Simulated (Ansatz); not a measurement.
Z-matrix (Å, degrees):
```
Ge
H 1 1.5305
Ge 1 2.4263 2 110.06
H 3 1.5188 1 110.91 2 -56.43
H 3 1.5189 4 102.26 1 -118.28
Ge 1 2.4264 2 110.07 3 -120.15
H 6 1.5186 1 110.94 2 56.52
H 6 1.5187 7 102.37 1 118.40
Ge 6 2.4265 7 110.87 8 118.31
H 9 1.5306 6 110.13 7 -56.46
Ge 9 2.4265 10 110.01 6 120.11
H 11 1.5187 9 110.98 10 -56.44
H 11 1.5189 12 102.27 9 -118.37
Ge 1 2.4268 2 109.99 3 120.01
H 14 1.5187 1 111.02 2 -56.27
H 14 1.5189 15 102.30 1 -118.38
Ge 3 2.4269 4 110.95 5 -118.31
H 17 1.5306 3 110.03 4 56.40
Ge 17 2.4270 18 110.07 3 120.02
H 19 1.5186 17 110.92 18 56.47
H 19 1.5187 20 102.42 17 118.26
Ge 17 2.4271 18 110.02 3 -119.78
H 22 1.5187 17 111.03 18 -56.28
H 22 1.5188 23 102.32 17 -118.31
Ge 22 2.4271 23 110.97 24 -118.26
H 25 1.5304 22 110.06 23 56.15
```
Charge 0, spin multiplicity 1.

Question: What is the computed vertical ionisation energy (Delta-SCF), HOMO–LUMO gap, total energy, LUMO and dipole moment (CAM-B3LYP-D3(BJ)/def2-SVP // GFN2-xTB (Ansatz, a quantum-chemistry and plane-wave program))?

Answer: 
The vertical ionisation energy (Delta-SCF) comes out as 9.10 eV, the HOMO–LUMO gap comes out as 9.20 eV and the total energy is -565409.93 eV. The LUMO is 0.48 eV. The dipole moment is 0.02 D.
